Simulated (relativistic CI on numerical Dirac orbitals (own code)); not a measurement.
# One change at a time: Pb LXXV

Base calculation: Dirac-Coulomb-Breit CI, orbitals from a KLI potential per configuration, model QED (radiative potential, 1s self-energy scaled to tabulated hydrogen-like ionisation energies), unscaled Slater integrals.

CI space (outside the closed core 1s2): 2s²2p⁴, 2s2p⁵, 2p⁶, 2s²2p³3s, 2p⁵3s, 2p⁵3p, 2s²2p³3p, 2p⁵3d, 2s²2p³3d, 2s2p⁴3s, 2s2p⁴3p, 2s2p⁴3d, 2s²2p³4s, 2s²2p³4p, 2s²2p³4d, 2s²2p³4f. Levels of other configurations are missing.

The lowest level and the first level of each name with at least 55 % of one term (blank where a level has no safe partner in the second run):

| Level | Base (eV) | Shift (eV) |
| --- | --- | --- |
| 2s²2p⁴ ³P2 | 0.0 | 0.0 |
| 2s²2p⁴ ¹S0 | 71.5 | 0.0 |
| 2s²2p⁴ ³P1 | 2263.4 | -1.4 |
| 2s²2p⁴ ¹D2 | 2282.1 | -1.4 |
| 2s2p⁵ ³P°2 | 2745.0 | +24.4 |
| 2s2p⁵ ¹P°1 | 2843.6 | +24.5 |
| 2s²2p⁴ ³P0 | 4579.7 | -2.6 |
| 2s2p⁵ ³P°0 | 5023.5 | +23.0 |
| 2s2p⁵ ³P°1 | 5064.6 | +23.1 |
| 2p⁶ ¹S0 | 5632.5 | +48.7 |
| 2s²2p³3p ³P0 | 11485.3 | +3.3 |
| 2s²2p³3d ³P°0 | 11575.1 | +4.8 |
| 2s²2p³3s ³S°1 | 12886.7 | -4.9 |
| 2s²2p³3s ³D°3 | 12897.0 | -4.9 |

At this charge energies of transitions that change n are usually good to better than 1 %, and those within a shell (Δn = 0) to a few per cent.

Question: One thing was changed in a second run, which moved the levels as shown. Which?
A. QED terms removed
B. Breit term removed
C. configuration mixing switched off

Answer: A. QED terms removed. QED shifts follow the density of s (and p1/2) electrons at the nucleus, so configurations move by their count of such electrons; where none moves, the smaller shifts of p3/2 electrons and of j = l + 1/2 against j = l − 1/2 set the pattern.

LS names give the leading component of a level, which can be under half, so a name can repeat, a term be missing and a line seem to break the LS rules.
